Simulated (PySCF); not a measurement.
Unknowns

[PySCF 2.14.0 with density-fitted response routines: J: B3LYP/pcJ-1 (spin–dipole term left out of most H,H and C,H couplings); PBE0/pcSseg-1 with gauge-including orbitals; geometry: GFN2-xTB; non-relativistic Hamiltonian; one conformer; fast rotation and ring inversion assumed for equivalent nuclei; gas phase]

Referencing at the same level of theory: 1H, 13C vs TMS. Multiplet labels drop J under 1 Hz and among equivalent protons, and merge close values. Unscaled 3J(H,H) run several per cent high. Splittings of carbon signals by F and P are missing where no couplings were computed. Where no couplings were computed, multiplicities follow the n + 1 count of equivalent neighbours, and m marks all less simple cases (inequivalent or close neighbours, rings, F or P nearby). Vicinal couplings that depend on rotamer populations or ring flexing (ring, CH–CH, X–H and H–F types) are those of the one conformer. Shifts are as computed. Against solution values, carbons near 30 ppm lie about +3 ppm off and those near 130 ppm about +5 ppm. Of 1211 compounds with measured shifts, 218 miss one by over three times the rms of a fit or turn the order of signals round; such compounds aren't used in these exercises. OH and NH positions are gas-phase values without hydrogen bonding to other molecules.

**Question.** C5HF7O. 1H NMR (300 MHz, computed): δ 7.41 (m, 1H). 13C{1H} NMR (computed): δ 156.9, 154.1, 136.8, 129.1, 128.9. Identify the compound.

**Answer.** `O=C(F)/C(=C\C(F)(F)F)C(F)(F)F`. The formula gives 2 degrees of unsaturation (no ring in the answer). 5 carbon signals for 5 carbons: no two carbons are equivalent. Carbon types of the structure: 4 × C, 1 × CH, which accounts for all hydrogens. δC 156.9: carbonyl carbon. δC 154.1: β carbon of a C=C–C=O unit; conjugation with the carbonyl draws π density from the β position. δC 136.8: α carbon of a C=C–C=O unit; an sp2 carbon of a C=C bond. δC 129.1, 128.9: CF3 carbon; 3 electronegative neighbours deshield it.

The shifts were computed for this structure.

**Question.** C4H8O. 1H NMR (500 MHz, computed): δ 4.54 (ttd, J = 8.2, 6.7, 1.3 Hz, 1H), 2.30 (m, 2H), 2.06 (m, 2H), 1.81 (qtd, J = 12.3, 3.4, 1.3 Hz, 1H), 1.63 (d of quint, J = 12.2, 10.4 Hz, 1H), 0.63 (br s, 1H). 13C{1H} NMR (computed): δ 69.9 (CH), 32.6 (CH2), 12.0 (CH2). Give a structure.

**Answer.** cyclobutanol (OC1CCC1). The formula gives 1 degree of unsaturation (1 ring in the answer). 3 carbon signals for 4 carbons: some carbons are equivalent by symmetry or fast rotation. Carbon types of the structure: 1 × CH, 3 × CH2, leaving 1 H on heteroatoms. δC 69.9: sp3 CH bonded to O; the inductive effect lowers its shielding. δC 32.6, 12.0: sp3 CH2 in a ring; aliphatic region, no heteroatom directly attached. δH 4.54: hydrogen on an sp3 CH bonded to O; its carbon carries O, an electronegative neighbour. δH 0.63: hydrogen on an alcohol oxygen; labile proton, position sensitive to the medium.

The data come from this structure; uniqueness wasn't tested.
